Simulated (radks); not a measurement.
Values are calculated unless marked as measured or tabulated.
Trend from La to Lu: ionisation energy by Delta-SCF between NIST ground configurations, and size. Code: a radial shooting solver on a logarithmic mesh with Libxc functionals. Model: Dirac Kohn-Sham, PBEsol, spin-unpolarised, spherical densities, point nucleus; open shells fill j = l - 1/2 first.

species      configuration  IE (eV)  NIST (eV)       kind  -e(HOMO) (eV)
La            [Xe] 5d1 6s2    5.939      5.577       exp.  3.184 (5d3/2)
Ce        [Xe] 4f1 5d1 6s2    6.131      5.539       exp.  3.159 (5d3/2)
Pr            [Xe] 4f3 6s2    5.736      5.470  semi-emp.  1.368 (4f5/2)
Nd            [Xe] 4f4 6s2    5.812      5.525       exp.  1.875 (4f5/2)
Pm            [Xe] 4f5 6s2    5.886      5.582       exp.  2.280 (4f5/2)
Sm            [Xe] 4f6 6s2    5.959      5.644       exp.  2.601 (4f5/2)
Eu            [Xe] 4f7 6s2    6.032      5.670       exp.  2.302 (4f7/2)
Gd        [Xe] 4f7 5d1 6s2    6.645      6.150       exp.  2.661 (5d3/2)
Tb            [Xe] 4f9 6s2    6.178      5.864       exp.  2.588 (4f7/2)
Dy           [Xe] 4f10 6s2    6.251      5.939       exp.  2.652 (4f7/2)
Ho           [Xe] 4f11 6s2    6.325      6.022       exp.  2.670 (4f7/2)
Er           [Xe] 4f12 6s2    6.399      6.108       exp.  2.646 (4f7/2)
Tm           [Xe] 4f13 6s2    6.475      6.184       exp.  2.585 (4f7/2)
Yb           [Xe] 4f14 6s2    6.551      6.254       exp.  2.490 (4f7/2)
Lu       [Xe] 4f14 5d1 6s2    5.487      5.426       exp.  1.887 (5d3/2)

Reference values: NIST Atomic Spectra Database (exp. = measured, semi-emp. = semi-empirical, theory = theoretical value adopted there). Spin polarisation and multiplet splitting are left out, so open shells lie too high by an amount that depends on their filling.

Beside tabulated values, note that spin-unpolarised runs miss the spin-polarisation part of the exchange energy of open shells.
